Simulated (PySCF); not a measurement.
A geometry optimisation, step by step.

Compound: C2H8AlOSb.
SMILES with atom numbers: `[O:1]=[CH:2][CH2:3][AlH2-:4][SbH3+:5]` (hydrogens: H6 on C2; H7, H8 on C3; H9, H10 on Al4; H11, H12, H13 on Sb5)
Bond orders are those of one Lewis drawing.

Computed by this run: PBE0-D3(BJ)/def2-SVP geometry optimisation, gas phase, def2 core potentials past Kr (PySCF); density fitting, grid level 1; the optimiser is geomeTRIC in internal coordinates, started from a GFN2-xTB structure with every atom displaced at random (about 0.01 Å). The frame can shift and turn from step to step; on so coarse a grid that alone can change the energy by a few meV, and forces under 0.02 eV/Å are noise.

Step 0: E = -17371.9654 eV, largest atomic force 2.136 eV/Å
```
atom  x, y, z in Å  |  force x, y, z in eV/Å
O1     -0.106    1.313   -1.068   -1.362   0.291   0.339
C2     -1.230    1.067   -0.584    1.319   0.142  -0.642
C3     -1.694   -0.255   -0.278    2.124  -0.226  -0.043
Al4    -0.358   -0.807    1.268   -0.725   0.276  -0.197
Sb5     1.842   -0.045   -0.124    0.457   0.052   0.060
H6     -1.888    1.912   -0.293   -0.057   0.192  -0.046
H7     -1.318   -0.998   -1.004   -0.176   0.051  -0.020
H8     -2.732   -0.328   -0.109   -1.563  -0.258   0.513
H9     -0.288    0.109    2.549   -0.028   0.190   0.175
H10    -0.137   -2.345    1.364    0.030  -0.557   0.041
H11     3.374   -0.634    0.324    0.180  -0.323   0.276
H12     2.484    1.472   -0.351   -0.086   0.545   0.167
H13     2.055   -0.478   -1.705   -0.112  -0.377  -0.623
```

Step 1: E = -17372.2132 eV, largest atomic force 0.655 eV/Å
```
atom  x, y, z in Å  |  force x, y, z in eV/Å
O1     -0.196    1.468   -1.166    0.341  -0.098  -0.138
C2     -1.233    1.111   -0.631   -0.514   0.310   0.262
C3     -1.593   -0.245   -0.257    0.041  -0.125   0.166
Al4    -0.363   -0.826    1.284   -0.303   0.007  -0.027
Sb5     1.864   -0.049   -0.153    0.502   0.074  -0.281
H6     -1.964    1.903   -0.327   -0.023  -0.013  -0.040
H7     -1.258   -0.969   -1.014   -0.108  -0.104  -0.109
H8     -2.669   -0.358   -0.021    0.307  -0.036  -0.031
H9     -0.300    0.080    2.594    0.017   0.052  -0.020
H10    -0.150   -2.405    1.384    0.006   0.010  -0.031
H11     3.353   -0.728    0.378   -0.082   0.003  -0.013
H12     2.467    1.529   -0.303   -0.107  -0.093   0.071
H13     2.046   -0.529   -1.778   -0.078   0.012   0.190
```

Step 2: E = -17372.1950 eV, largest atomic force 0.936 eV/Å
```
atom  x, y, z in Å  |  force x, y, z in eV/Å
O1     -0.229    1.393   -1.158   -0.033   0.817  -0.139
C2     -1.293    1.131   -0.614    0.586  -0.721  -0.111
C3     -1.613   -0.242   -0.253   -0.367  -0.036   0.322
Al4    -0.364   -0.814    1.260   -0.196   0.027  -0.025
Sb5     1.921   -0.050   -0.160    0.020  -0.111   0.104
H6     -2.007    1.942   -0.320    0.102  -0.023  -0.093
H7     -1.293   -0.957   -1.029   -0.102   0.108  -0.053
H8     -2.672   -0.379    0.008   -0.011  -0.155   0.073
H9     -0.305    0.103    2.564    0.039   0.035  -0.008
H10    -0.147   -2.392    1.357    0.016  -0.007  -0.003
H11     3.388   -0.744    0.388    0.019   0.001  -0.002
H12     2.517    1.520   -0.287   -0.038   0.082   0.004
H13     2.102   -0.532   -1.766   -0.034  -0.017  -0.069
```

Step 3: E = -17372.2344 eV, largest atomic force 0.333 eV/Å
```
atom  x, y, z in Å  |  force x, y, z in eV/Å
O1     -0.251    1.474   -1.174   -0.159   0.019   0.113
C2     -1.289    1.130   -0.622    0.312  -0.050  -0.106
C3     -1.609   -0.244   -0.253    0.122  -0.011   0.061
Al4    -0.363   -0.813    1.260   -0.186   0.035  -0.018
Sb5     1.929   -0.060   -0.158    0.013  -0.064   0.103
H6     -2.024    1.915   -0.313    0.005  -0.006  -0.031
H7     -1.295   -0.961   -1.030   -0.083   0.051  -0.042
H8     -2.666   -0.382    0.013   -0.028  -0.069   0.043
H9     -0.302    0.109    2.560    0.043   0.026  -0.016
H10    -0.149   -2.391    1.361    0.023  -0.003  -0.006
H11     3.393   -0.755    0.394   -0.007   0.003  -0.006
H12     2.523    1.510   -0.286   -0.029   0.080  -0.005
H13     2.108   -0.548   -1.762   -0.027  -0.010  -0.088
```

Step 4: E = -17372.2388 eV, largest atomic force 0.112 eV/Å
```
atom  x, y, z in Å  |  force x, y, z in eV/Å
O1     -0.201    1.459   -1.150   -0.008   0.001  -0.005
C2     -1.248    1.118   -0.617   -0.072   0.006   0.028
C3     -1.596   -0.250   -0.255    0.103   0.018  -0.040
Al4    -0.376   -0.817    1.268   -0.059  -0.034   0.040
Sb5     1.900   -0.055   -0.162    0.086  -0.027   0.029
H6     -1.977    1.911   -0.317   -0.007   0.003  -0.021
H7     -1.284   -0.967   -1.032   -0.058   0.005  -0.029
H8     -2.657   -0.381    0.001    0.011  -0.001   0.017
H9     -0.309    0.108    2.567    0.017   0.031  -0.020
H10    -0.162   -2.396    1.376    0.007   0.000  -0.001
H11     3.376   -0.736    0.376    0.029  -0.009  -0.004
H12     2.473    1.527   -0.292   -0.025   0.005   0.014
H13     2.066   -0.541   -1.773   -0.025   0.002  -0.007
```

Step 5: E = -17372.2427 eV, largest atomic force 0.100 eV/Å
```
atom  x, y, z in Å  |  force x, y, z in eV/Å
O1     -0.216    1.470   -1.156    0.003  -0.023   0.029
C2     -1.258    1.122   -0.618   -0.026   0.035  -0.035
C3     -1.596   -0.249   -0.256    0.096  -0.021  -0.018
Al4    -0.376   -0.817    1.266   -0.038  -0.025   0.013
Sb5     1.917   -0.065   -0.155    0.028  -0.030   0.029
H6     -1.994    1.910   -0.321   -0.011   0.007   0.002
H7     -1.297   -0.961   -1.043   -0.029   0.009  -0.012
H8     -2.654   -0.384    0.010   -0.026   0.004   0.018
H9     -0.303    0.119    2.556    0.013   0.020  -0.017
H10    -0.163   -2.395    1.378    0.006   0.003   0.006
H11     3.396   -0.747    0.378    0.001   0.011  -0.018
H12     2.478    1.522   -0.280   -0.010  -0.001   0.003
H13     2.071   -0.545   -1.770   -0.007   0.011   0.000
```

Step 6: E = -17372.2447 eV, largest atomic force 0.047 eV/Å
```
atom  x, y, z in Å  |  force x, y, z in eV/Å
O1     -0.214    1.474   -1.146   -0.015  -0.018   0.009
C2     -1.259    1.125   -0.618    0.029   0.035   0.014
C3     -1.594   -0.250   -0.259    0.027  -0.028  -0.007
Al4    -0.380   -0.819    1.265   -0.004  -0.007  -0.014
Sb5     1.927   -0.078   -0.148   -0.032  -0.014   0.025
H6     -1.999    1.911   -0.325   -0.009  -0.001  -0.011
H7     -1.308   -0.956   -1.056   -0.002   0.001  -0.001
H8     -2.650   -0.383    0.014   -0.021   0.006   0.003
H9     -0.299    0.136    2.541    0.006   0.007  -0.006
H10    -0.168   -2.397    1.389   -0.004   0.006   0.012
H11     3.414   -0.751    0.369    0.007   0.005  -0.013
H12     2.467    1.516   -0.270    0.010   0.004   0.002
H13     2.067   -0.546   -1.767    0.007   0.006  -0.011
```

Step 7: E = -17372.2451 eV, largest atomic force 0.028 eV/Å
```
atom  x, y, z in Å  |  force x, y, z in eV/Å
O1     -0.208    1.472   -1.142    0.006   0.003   0.011
C2     -1.256    1.125   -0.617   -0.003   0.004  -0.020
C3     -1.592   -0.250   -0.259   -0.016  -0.015   0.017
Al4    -0.382   -0.821    1.266    0.007  -0.003  -0.014
Sb5     1.929   -0.084   -0.145   -0.019  -0.003  -0.005
H6     -1.999    1.911   -0.332    0.003  -0.002   0.003
H7     -1.312   -0.955   -1.059    0.008   0.003   0.001
H8     -2.650   -0.380    0.014    0.001   0.004  -0.004
H9     -0.296    0.143    2.535    0.002   0.003  -0.001
H10    -0.175   -2.398    1.399   -0.005   0.003   0.012
H11     3.421   -0.754    0.358    0.000   0.001  -0.007
H12     2.464    1.512   -0.260    0.009  -0.004   0.005
H13     2.062   -0.540   -1.768    0.008   0.007   0.003
```

Step 8: E = -17372.2454 eV, largest atomic force 0.034 eV/Å
```
atom  x, y, z in Å  |  force x, y, z in eV/Å
O1     -0.203    1.472   -1.133    0.010   0.008  -0.007
C2     -1.255    1.125   -0.617   -0.004  -0.006   0.009
C3     -1.592   -0.251   -0.260   -0.033   0.000   0.011
Al4    -0.385   -0.821    1.267    0.013   0.001  -0.008
Sb5     1.929   -0.089   -0.145   -0.007   0.003  -0.015
H6     -2.000    1.911   -0.338    0.002  -0.001  -0.002
H7     -1.313   -0.956   -1.060    0.009   0.000   0.001
H8     -2.651   -0.378    0.011    0.011  -0.002  -0.009
H9     -0.293    0.151    2.530   -0.001   0.002   0.000
H10    -0.184   -2.397    1.410   -0.004  -0.001   0.010
H11     3.424   -0.761    0.348   -0.002  -0.005   0.000
H12     2.467    1.507   -0.251    0.003  -0.004   0.006
H13     2.060   -0.533   -1.772    0.004   0.005   0.003
```

Step 9: E = -17372.2456 eV, largest atomic force 0.030 eV/Å
```
atom  x, y, z in Å  |  force x, y, z in eV/Å
O1     -0.198    1.473   -1.125    0.008   0.008  -0.009
C2     -1.253    1.125   -0.617   -0.011  -0.017   0.009
C3     -1.593   -0.251   -0.260   -0.025   0.017   0.001
Al4    -0.387   -0.819    1.268    0.015   0.001   0.003
Sb5     1.928   -0.094   -0.146    0.005   0.002  -0.016
H6     -2.002    1.910   -0.346    0.004   0.001   0.001
H7     -1.312   -0.957   -1.059    0.007   0.001   0.000
H8     -2.652   -0.376    0.007    0.009  -0.006  -0.007
H9     -0.289    0.161    2.525   -0.002   0.002  -0.001
H10    -0.195   -2.395    1.423   -0.002  -0.002   0.005
H11     3.423   -0.774    0.336   -0.003  -0.011   0.007
H12     2.475    1.500   -0.238   -0.003   0.001   0.006
H13     2.059   -0.522   -1.777   -0.002   0.002  -0.001
```

Step 10: E = -17372.2457 eV, largest atomic force 0.024 eV/Å
```
atom  x, y, z in Å  |  force x, y, z in eV/Å
O1     -0.194    1.475   -1.118    0.007   0.004  -0.011
C2     -1.252    1.126   -0.618   -0.011  -0.014   0.016
C3     -1.593   -0.250   -0.261   -0.010   0.018  -0.008
Al4    -0.388   -0.815    1.270    0.007   0.002   0.008
Sb5     1.926   -0.101   -0.149    0.017   0.001  -0.015
H6     -2.004    1.911   -0.352    0.002   0.002   0.002
H7     -1.308   -0.956   -1.059    0.004   0.001  -0.001
H8     -2.653   -0.375    0.002    0.005  -0.008  -0.003
H9     -0.284    0.172    2.519   -0.002   0.002  -0.002
H10    -0.204   -2.391    1.437    0.000  -0.002   0.000
H11     3.418   -0.795    0.326   -0.006  -0.008   0.007
H12     2.484    1.491   -0.222   -0.007  -0.001   0.004
H13     2.057   -0.512   -1.785   -0.006   0.002   0.003
```

Task: Summarise the path.

Result: The energy falls by 0.2803 eV from step 0 to step 10; nine tenths of that is first reached at step 3. It rises by more than 0.2 meV at step 2. The largest force goes from 2.136 to 0.024 eV/Å. Among the bonds Al4–Sb5 changes most, from 2.713 to 2.807 Å; the atoms move by 0.115 Å rms after alignment.

Task: Follow the three bonds and two angles with the largest change from start to end.

Result: 
```tsv
step	E above end (eV)	largest force (eV/Å)	Al4–Sb5 (Å)	C3–Al4 (Å)	C3–H8 (Å)	Al4–C3–H8 (°)	Al4–Sb5–H12 (°)
0	0.2803	2.136	2.713	2.116	1.054	119.2	129.8
1	0.0326	0.655	2.762	2.055	1.107	113.1	126.4
2	0.0507	0.936	2.797	2.043	1.099	112.2	125.6
3	0.0114	0.333	2.798	2.040	1.098	111.9	125.3
4	0.0069	0.112	2.795	2.032	1.099	111.9	124.9
5	0.0030	0.100	2.801	2.031	1.098	111.3	124.2
6	0.0011	0.047	2.805	2.030	1.099	110.8	123.3
7	0.0006	0.028	2.806	2.029	1.100	110.7	122.9
8	0.0003	0.034	2.807	2.029	1.100	110.8	122.8
9	0.0001	0.030	2.808	2.028	1.100	110.9	122.6
10	0.0000	0.024	2.807	2.029	1.100	111.1	122.3
```

What follows is the cost of the whole optimisation. On one thread of an Arm Neoverse V1, no GPU, on a shared host, this took 82 s of wall time and 0.55 GiB of memory at its peak.
